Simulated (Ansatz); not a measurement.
Consider the ligand exchange at the Si–C bond: `CC(C)[Si](Cl)(Cl)Cl` + H₂Te → `Cl[Si](Cl)(Cl)[TeH]` + propane.

Isolated molecules relaxed with PBE0-D4/def2-TZVP in Ansatz; ΔE leaves out vibrations. CCSD(T)/CBS adds triple-zeta CCSD(T) − MP2 to the extrapolated MP2 energy (def2 sets, frozen cores). DFT in def2-TZVPP. B3LYP here is the variant with VWN-RPA as its local correlation; programs differ in this. def2 core potentials past Kr. For Te outer-core shells are correlated without core-valence functions, which leaves a few kJ/mol of doubt a bond. Each species was taken in one conformer, which may not be the lowest.

| level | ΔE (eV) |
| --- | --- |
| r2SCAN-D4 | -0.45 |
| B3LYP-D4 | -0.45 |
| MP2/def2-TZVPP | -0.42 |
| SCS-MP2/def2-TZVPP | -0.42 |

(1) What does CCSD(T)/CBS give? (An estimate is asked.)

Largest T1 diagnostic among the species: 0.010.

Answers

(1) The calculation gave: -0.47 eV. The listed levels differ from it by 0.02, 0.02, 0.05, 0.05 eV.

The D4 term adds +0.08 eV with B3LYP and +0.05 eV with PBE0; it sums over pairs of atoms, weighted by their polarisabilities, and B3LYP, whose exchange is more repulsive, gets the larger term. In def2-TZVPP, CCSD(T) changes the Hartree–Fock value by +0.14 eV (the triples alone add +0.01 eV) and MP2 by +0.06 eV. From BLYP to BHLYP (50 % exact exchange), in def2-TZVPP and without D4, ΔE moves by +0.07 eV.
